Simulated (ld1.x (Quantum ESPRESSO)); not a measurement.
## W: one change to a PAW potential, before and after

W (Z = 74), PAW, made with ld1.x (Quantum ESPRESSO) 7.5 (LDA (PZ), scalar-relativistic). Core [Kr] 4d10 4f14, reference 5s2 5p6 5d3 6s0 6p0 (charge +3). Waves: 5s (bound): rcut 1.35, rcutus 1.45 bohr; 6s (bound, empty): rcut 1.35, rcutus 1.45 bohr; 5p (bound): rcut 1.80, rcutus 2.05 bohr; 6p (bound, empty): rcut 1.80, rcutus 2.05 bohr; 5d (bound): rcut 1.95, rcutus 2.20 bohr; 5d channel at -2 Ry: rcut 1.95, rcutus 2.20 bohr. Local part: all-electron potential smoothed inside 2.10 bohr (lloc = -1). Core correction: Bessel-smoothed model core, default radius (core density twice the valence density). Augmentation charge: BESSEL, radius 1.20 bohr.

All-electron outer shells of the reference configuration (LDA (PZ), scalar-relativistic, ld1.x):

| shell | level (eV) | outermost node (bohr) | outermost maximum (bohr) |
| --- | --- | --- | --- |
| 5s | -108.30 | 0.53 | 0.96 |
| 5p | -72.11 | 0.57 | 1.09 |
| 4f | -62.66 | – | 0.43 |
| 5d | -31.44 | 0.63 | 1.43 |
| 6s | -28.66 | 1.26 | 2.36 |
| 6p | -20.94 | 1.48 | 2.85 |

Change: waves 5d (bound): rcut 1.95, rcutus 2.34 bohr; 5d channel at -2 Ry: rcut 1.95, rcutus 2.34 bohr.

Cutoffs: the cutoffs (Ry, on a coarse ladder) from which the occupation-weighted sum of valence levels, in a spherical-Bessel basis at the reference potential, stays within 10 and 1 mRy of its value at 400 Ry; they do not see the model core or the augmentation charge, which bear on the density cutoff. Errors are all-electron minus pseudo energies relative to the spin-unpolarised reference configuration.

Problem. What does the change do?

Solution. The potential gets neither clearly harder nor softer (25 Ry and 45 Ry → 25 Ry and 45 Ry); of the 9 tests that both files solve, the error grows in 6 and shrinks in 1 by more than 15 % and 0.3 meV (median size 7.8 → 12.9 meV); neither file shows a bound ghost.

```tsv
quantity	base	changed
cutoff, loose	25 Ry	25 Ry
cutoff, tight	45 Ry	45 Ry
bound ghosts	none	none
error for 5s2 5p6 5d4 6s2 6p0, meV [ΔE -50.86 eV]	-1.1	-3.6
error for 5s2 5p6 5d4 6s1 6p0, meV [ΔE -41.73 eV]	-3.9	-8.1
error for 5s2 5p6 5d4 6s0 6p0, meV [ΔE -25.70 eV]	-5.9	-12
error for 5s2 5p6 5d4.5 6s1.5 6p0, meV [ΔE -50.17 eV]	-7.8	-13
error for 5s2 5p5 5d4 6s2 6p0, meV [ΔE -1.70 eV]	-65	-68
error for 5s2 5p6 5d2 6s0 6p0, meV [ΔE 37.54 eV]	-29	-35
error for 5s2 5p6 5d4 6s0 6p1, meV [ΔE -36.18 eV]	+1.6	+1.0
error for 5s2 5p6 5d3 6s0 6p0 (spin-polarised), meV [ΔE -1.50 eV]	-13	-13
error for 5s2 5p6 5d4 6s2 6p0 (spin-polarised), meV [ΔE -52.80 eV]	-17	-22
lowest overlap eigenvalue by channel	s 0.26, p 0.10, d 0.94	s 0.26, p 0.10, d 0.90
```
